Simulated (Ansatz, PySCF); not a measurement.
Gas-phase reaction in SMILES: [SiH3][SiH](Cl)Cl -> [SiH3] (SiH3) + Cl[SiH]Cl (the Si-Si bond at the site shown breaks; other sites are not compared here)
Each molecule is optimised on its own at B3LYP-D3(BJ)/def2-TZVP (Ansatz, a first-principles code).

Wanted: bond dissociation energy (0 K, with B3LYP-D3(BJ) harmonic zero-point energies from PySCF), in kJ/mol. Cores are frozen in the correlated levels unless marked. Open shells are spin-unrestricted. Spin-orbit coupling is left out. No relativistic terms. Basis-set limits of correlation are two-point, X^-3; Hartree-Fock from the larger set. The bracket is a focal-point correction in the basis named.

| level | program | bond dissociation energy (kJ/mol) |
|---|---|---|
| BLYP/def2-TZVPD | Ansatz | (withheld) |
| r2SCAN/def2-TZVPD | Ansatz | 287.2 |
| PBE0/STO-3G | Ansatz | 430.4 |
| PBE0-D3(BJ)/def2-TZVP | Ansatz + dftd3 | 305.1 |
| PBE0-D3(BJ)/def2-TZVPD | Ansatz + dftd3 | 305.0 |
| PBE0-D4/def2-TZVPD | Ansatz + dftd4 | 304.4 |
| PBE0/def2-TZVP | Ansatz | 296.6 |
| BHLYP-D4/def2-TZVPD | Ansatz + dftd4 | (withheld) |
| r2SCANh-D4/def2-TZVPD | Ansatz + dftd4 | 290.5 |
| wB97M-V/def2-TZVPD | Ansatz | 319.1 |
| SCS-MP2/6-31G* | Ansatz | 295.2 |
| SCS-MP2/aug-cc-pV(T+d)Z | Ansatz | 316.3 |
| CCSD/cc-pV(D+d)Z | Ansatz | 287.2 |
| CCSD/cc-pV(T+d)Z | Ansatz | 302.3 |
| RI-MP2/CBS(aug-cc-pV(T+d)Z,aug-cc-pV(Q+d)Z)+[CCSD(T)-MP2]/aug-cc-pV(T+d)Z | Ansatz | 321.1 |

Some entries are withheld; supply them.


- BLYP/def2-TZVPD, bond dissociation energy (kJ/mol): 271.6
- BHLYP-D4/def2-TZVPD, bond dissociation energy (kJ/mol): 305.5
